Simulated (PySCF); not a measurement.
Job for PySCF: R-M06-2X/6-31G* on CH6SSi (SMILES C[SiH2]S), a point of a torsion scan.

```python
from pyscf import gto, scf, dft, mp
from pyscf.data.elements import chemcore

mol = gto.M(
    atom='''
    C    -1.01680916    0.56711782    0.13832516
    Si    0.23758214   -0.83646556   -0.07116323
    S     2.18126416   -0.12145435    0.53337859
    H    -1.99601232    0.25541828   -0.21107148
    H    -0.72776546    1.44861981   -0.42846594
    H    -1.11856737    0.86246908    1.17994711
    H    -0.10010199   -1.97276361    0.78271310
    H     0.42331837   -1.22644683   -1.46134535
    H     1.75576579    0.75068598    1.43429698
    ''',
    basis='6-31g*',
    cart=True,
    charge=0, spin=0, verbose=3, max_memory=1800)
mf = dft.RKS(mol, xc='m062x')
mf.conv_tol = 1e-8
mf.max_cycle = 100
mf.kernel()
if not mf.converged:
    mf = mf.newton().run(mf.mo_coeff, mf.mo_occ)
```

It printed:

```
converged SCF energy = -729.312985046265
```

Self-consistency was reached.

Cost: roughly 8 core-seconds.
